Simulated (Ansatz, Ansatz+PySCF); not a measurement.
```xyz
2

Cu    0.0000    0.0000    0.0000
O     0.0000    0.0000    3.4400
```

Basis set: def2-SVP (spherical functions). Charge 0, multiplicity 2.

Computed with Ansatz (development build ahead of 0.2.0); each method stands on the lowest determinant of its kind that the runs found.

The atomization energy at this shape (free ground-state atoms in the same class of orbitals less the molecule, no zero-point energy) of doublet CuO:

```tsv
method	atomization energy
UHF	0.00 eV
```

(1) What does PBE0 (unrestricted) give?

Answers

(1) 0.26 eV. Caution: the shape is not the minimum; the unrestricted determinant is a mixture of spin states.
